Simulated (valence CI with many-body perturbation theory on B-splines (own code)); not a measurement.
# Sn⁴³⁺: electric-dipole lines

Level of theory: relativistic CI+MBPT: five valence electrons over a frozen Dirac-Fock core [He], a basis of 11 s, 11 p, 10 d, 8 f, 5 g, 2 h functions for each j, with the one-electron correlation potential Σ1 (screened to all orders), the two-electron term Σ2, the three-electron term Σ3, Breit, model QED; selected single and double excitations, second order for the rest, scaled by the run's own slope (own B-spline code, finite nucleus).

No measured spectrum was set against this ion. As an estimate, large intervals hold to a few tenths of a per cent, small ones and those within an open d or f shell to about a per cent. Among the levels kept, up to 7200 cm⁻¹ of a level comes from second order outside the variational space, and about a tenth of that is noise between levels of different J, which matters for small intervals.

Lines 201 to 250 of 595 in falling wavelength, among levels below 4925.9 eV, chosen from the strongest by gf and those to the six lowest levels. Wavelengths and rates use the calculated energies. Electric multipoles are in the length gauge, E1 and E2 with the static RPA response of the core. Weak lines are less certain than strong ones. Lines between different terms over intervals too small for the method are left out, as are lines whose strength nearly cancels. The highest levels of a list are the least certain.

Levels are named by their leading jj configuration (3d3/2^4 stands for four electrons in 3d with j = 3/2), which in mixed levels can hold well under half, so a name can repeat and another be missing. Letters in brackets count levels of one name in rising energy.

```
λ vac (nm)                               Upper                               Lower   A (s⁻¹)  S (a.u.)
     2.827           (2s 2p3/2^3 3s) J=3/2 [a]             (2s^2 2p3/2^2 3s) J=3/2  2.17e+11  9.69e-03
     2.813       (2p1/2^2 2p3/2^2 3p1/2) J=3/2      (2s 2p1/2^2 2p3/2 3p1/2) J=1/2  2.29e+11  1.01e-02
     2.813        (2s 2p1/2 2p3/2^3) J=3/2 [a]          (2s^2 2p1/2 2p3/2^2) J=3/2  4.00e+11  1.76e-02
     2.809       (2p1/2^2 2p3/2^2 3p1/2) J=5/2  (2s 2p1/2^2 2p3/2 3p1/2) J=3/2 [b]  2.67e+11  1.75e-02
     2.768  (2s 2p1/2 2p3/2^2 3d5/2) J=9/2 [c]  (2s^2 2p1/2 2p3/2 3d5/2) J=7/2 [b]  1.20e+11  1.25e-02
     2.765  (2s 2p1/2 2p3/2^2 3p3/2) J=5/2 [c]  (2s^2 2p1/2 2p3/2 3p3/2) J=3/2 [b]  1.07e+11  6.70e-03
     2.760          (2p1/2^2 2p3/2^2 3s) J=3/2         (2s 2p1/2^2 2p3/2 3s) J=1/2  2.15e+11  8.94e-03
     2.750        (2s 2p3/2^3 3p1/2) J=3/2 [b]          (2s^2 2p3/2^2 3p1/2) J=1/2  2.09e+11  8.58e-03
     2.749  (2s 2p1/2 2p3/2^2 3p3/2) J=7/2 [c]  (2s^2 2p1/2 2p3/2 3p3/2) J=5/2 [b]  1.13e+11  9.28e-03
     2.747  (2s 2p1/2 2p3/2^2 3d5/2) J=7/2 [d]  (2s^2 2p1/2 2p3/2 3d5/2) J=7/2 [b]  9.20e+10  7.53e-03
     2.745           (2s 2p3/2^3 3s) J=3/2 [b]             (2s^2 2p3/2^2 3s) J=1/2  2.23e+11  9.10e-03
     2.744            (2s 2p1/2 2p3/2^3) J=5/2          (2s^2 2p1/2 2p3/2^2) J=5/2  3.95e+11  2.41e-02
     2.733  (2s 2p1/2^2 2p3/2 3d5/2) J=7/2 [b]          (2s^2 2p1/2^2 3d5/2) J=5/2  3.49e+11  2.82e-02
     2.729  (2s 2p1/2 2p3/2^2 3d5/2) J=7/2 [e]  (2s^2 2p1/2 2p3/2 3d5/2) J=7/2 [b]  2.78e+11  2.23e-02
     2.728  (2s 2p1/2^2 2p3/2 3p3/2) J=5/2 [b]          (2s^2 2p1/2^2 3p3/2) J=3/2  4.34e+11  2.61e-02
     2.718            (2s 2p1/2 2p3/2^3) J=1/2          (2s^2 2p1/2 2p3/2^2) J=1/2  3.00e+11  5.95e-03
     2.709  (2s 2p1/2 2p3/2^2 3d5/2) J=5/2 [f]  (2s^2 2p1/2 2p3/2 3d5/2) J=3/2 [b]  1.97e+11  1.16e-02
     2.702  (2s 2p1/2^2 2p3/2 3d3/2) J=5/2 [b]          (2s^2 2p1/2^2 3d3/2) J=3/2  3.74e+11  2.19e-02
     2.701  (2s 2p1/2 2p3/2^2 3d5/2) J=3/2 [d]  (2s^2 2p1/2 2p3/2 3d5/2) J=3/2 [b]  2.02e+11  7.87e-03
     2.700      (2s 2p1/2^2 2p3/2 3p1/2) J=1/2          (2s^2 2p1/2^2 3p1/2) J=1/2  4.76e+11  9.26e-03
     2.699     (2s 2p1/2 2p3/2^2 3s) J=1/2 [a]     (2s^2 2p1/2 2p3/2 3s) J=3/2 [a]  3.98e+11  7.74e-03
     2.694  (2s 2p1/2 2p3/2^2 3p3/2) J=1/2 [d]  (2s^2 2p1/2 2p3/2 3p3/2) J=1/2 [b]  3.31e+11  6.38e-03
     2.690  (2s 2p1/2 2p3/2^2 3p3/2) J=5/2 [e]  (2s^2 2p1/2 2p3/2 3p3/2) J=5/2 [b]  3.49e+11  2.01e-02
     2.689               (2p1/2 2p3/2^4) J=1/2        (2s 2p1/2 2p3/2^3) J=3/2 [b]  1.09e+12  2.09e-02
     2.688  (2s 2p1/2^2 2p3/2 3p1/2) J=3/2 [b]          (2s^2 2p1/2^2 3p1/2) J=1/2  4.59e+11  1.76e-02
     2.686  (2s 2p1/2^2 2p3/2 3d5/2) J=5/2 [b]          (2s^2 2p1/2^2 3d5/2) J=5/2  4.51e+11  2.59e-02
     2.685         (2s 2p1/2^2 2p3/2 3s) J=1/2             (2s^2 2p1/2^2 3s) J=1/2  4.76e+11  9.09e-03
     2.679  (2s 2p1/2^2 2p3/2 3d3/2) J=3/2 [b]          (2s^2 2p1/2^2 3d3/2) J=3/2  3.62e+11  1.37e-02
     2.676  (2s 2p1/2^2 2p3/2 3d5/2) J=3/2 [b]          (2s^2 2p1/2^2 3d5/2) J=5/2  5.22e+11  1.98e-02
     2.675  (2s 2p1/2^2 2p3/2 3p3/2) J=3/2 [b]          (2s^2 2p1/2^2 3p3/2) J=3/2  4.67e+11  1.77e-02
     2.671  (2s 2p1/2 2p3/2^2 3p3/2) J=1/2 [b]  (2s^2 2p1/2 2p3/2 3p3/2) J=3/2 [a]  5.16e+11  9.71e-03
     2.670  (2s 2p1/2 2p3/2^2 3d5/2) J=5/2 [c]      (2s^2 2p1/2 2p3/2 3d3/2) J=7/2  2.26e+11  1.28e-02
     2.669  (2s 2p1/2 2p3/2^2 3p3/2) J=3/2 [c]  (2s^2 2p1/2 2p3/2 3p3/2) J=5/2 [a]  3.01e+11  1.13e-02
     2.668     (2s 2p1/2^2 2p3/2 3s) J=3/2 [b]             (2s^2 2p1/2^2 3s) J=1/2  4.53e+11  1.70e-02
     2.666     (2s 2p1/2 2p3/2^2 3s) J=3/2 [c]     (2s^2 2p1/2 2p3/2 3s) J=3/2 [b]  5.37e+11  2.01e-02
     2.666  (2s 2p1/2 2p3/2^2 3p3/2) J=7/2 [c]      (2s^2 2p1/2 2p3/2 3p3/2) J=7/2  5.90e+11  4.42e-02
     2.664  (2s 2p1/2 2p3/2^2 3p1/2) J=3/2 [c]      (2s^2 2p1/2 2p3/2 3p1/2) J=5/2  4.12e+11  1.54e-02
     2.664  (2s 2p1/2 2p3/2^2 3d5/2) J=9/2 [c]      (2s^2 2p1/2 2p3/2 3d5/2) J=9/2  5.14e+11  4.79e-02
     2.663  (2s 2p1/2 2p3/2^2 3d5/2) J=5/2 [f]  (2s^2 2p1/2 2p3/2 3d5/2) J=5/2 [b]  1.25e+11  7.02e-03
     2.663  (2s 2p1/2 2p3/2^2 3d3/2) J=7/2 [c]      (2s^2 2p1/2 2p3/2 3d3/2) J=7/2  4.68e+11  3.49e-02
     2.661  (2s 2p1/2 2p3/2^2 3p1/2) J=5/2 [c]      (2s^2 2p1/2 2p3/2 3p1/2) J=5/2  6.58e+11  3.67e-02
     2.656  (2s 2p1/2^2 2p3/2 3d3/2) J=1/2 [b]          (2s^2 2p1/2^2 3d3/2) J=3/2  4.89e+11  9.05e-03
     2.655  (2s 2p1/2^2 2p3/2 3p3/2) J=1/2 [b]          (2s^2 2p1/2^2 3p3/2) J=3/2  4.85e+11  8.95e-03
     2.652  (2s 2p1/2 2p3/2^2 3d3/2) J=1/2 [d]  (2s^2 2p1/2 2p3/2 3d3/2) J=1/2 [b]  5.29e+11  9.73e-03
     2.651  (2s 2p1/2 2p3/2^2 3d3/2) J=5/2 [d]  (2s^2 2p1/2 2p3/2 3d5/2) J=7/2 [a]  2.54e+11  1.40e-02
     2.650        (2s 2p1/2 2p3/2^3) J=3/2 [b]          (2s^2 2p1/2 2p3/2^2) J=1/2  2.20e+11  8.10e-03
     2.650  (2s 2p1/2 2p3/2^2 3d3/2) J=3/2 [e]  (2s^2 2p1/2 2p3/2 3d3/2) J=5/2 [b]  4.40e+11  1.62e-02
     2.646     (2s 2p1/2 2p3/2^2 3s) J=3/2 [c]         (2s^2 2p1/2 2p3/2 3s) J=5/2  1.90e+11  6.93e-03
     2.645  (2s 2p1/2 2p3/2^2 3p1/2) J=3/2 [b]  (2s^2 2p1/2 2p3/2 3p1/2) J=3/2 [a]  5.30e+11  1.94e-02
     2.645  (2s 2p1/2 2p3/2^2 3d5/2) J=7/2 [d]      (2s^2 2p1/2 2p3/2 3d5/2) J=9/2  5.31e+11  3.88e-02
```
